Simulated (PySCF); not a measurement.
# Magnetic susceptibility: `C[C@H](F)[Si]1(O)CCC1`, C$_{5}$H$_{11}$FOSi

Geometry:
```csv
atom,x (Å),y (Å),z (Å)
C1,-2.032,0.487,1.154
C2,-1.717,-0.488,0.036
F3,-2.229,-1.747,0.374
Si4,0.159,-0.736,-0.339
O5,0.353,-2.177,-1.068
C6,1.100,0.701,-1.161
C7,1.822,1.013,0.167
C8,1.402,-0.208,1.012
H9,-1.573,0.153,2.081
H10,-3.107,0.564,1.308
H11,-1.637,1.464,0.896
H12,-2.266,-0.209,-0.871
H13,-0.235,-2.905,-0.873
H14,1.792,0.371,-1.930
H15,0.541,1.541,-1.564
H16,2.900,1.102,0.052
H17,1.451,1.938,0.606
H18,1.045,0.054,2.004
H19,2.223,-0.910,1.139
```

The calculation used GIAO PBE/pcSseg-1 magnetisability, rotational g tensor and spin-rotation constants, non-relativistic, gas phase in PySCF 2.14.0. Geometry: GFN2-xTB.

Q: What are the magnetisability and the molar susceptibility?

A: Isotropic -1397 × 10⁻³⁰ J/T², or -84.1 × 10⁻⁶ cm³/mol; principal values -1499, -1438, -1253 × 10⁻³⁰ J/T², anisotropy 222 × 10⁻³⁰ J/T² (root of half the summed squared differences of the principal values). The susceptibility is in cgs units.

Q: Split it along the inertial axes a, b, c into diamagnetic and paramagnetic parts about the centre of mass, with the quadrupole moment.

A: 
```tsv
axis	χ (10⁻⁶ cm³/mol)	diamagnetic (10⁻⁶ cm³/mol)	paramagnetic (10⁻⁶ cm³/mol)	summed x² of all electrons (Å²)	quadrupole Θ (D Å)
a	-81.9	-636.1	554.2	197.6	-3.45
b	-81.9	-1035.3	953.4	103.5	+2.20
c	-88.5	-1277.3	1188.8	46.4	+1.25
```
Anisotropies 2χaa − χbb − χcc = +6.6 and 2χbb − χaa − χcc = +6.6 × 10⁻⁶ cm³/mol. Θ is traceless in Buckingham's convention.

Q: And the rotational g tensor?

A: 
```tsv
axis	rotational constant (GHz)	g	nuclear part	electronic part
a	2.4091	-0.0186	0.6087	-0.6273
b	1.3042	-0.0121	0.5720	-0.5841
c	1.0289	-0.0061	0.5685	-0.5746
```
Asymmetric top; isotopes 12C, 19F, 1H, 16O, 28Si; no vibrational averaging.
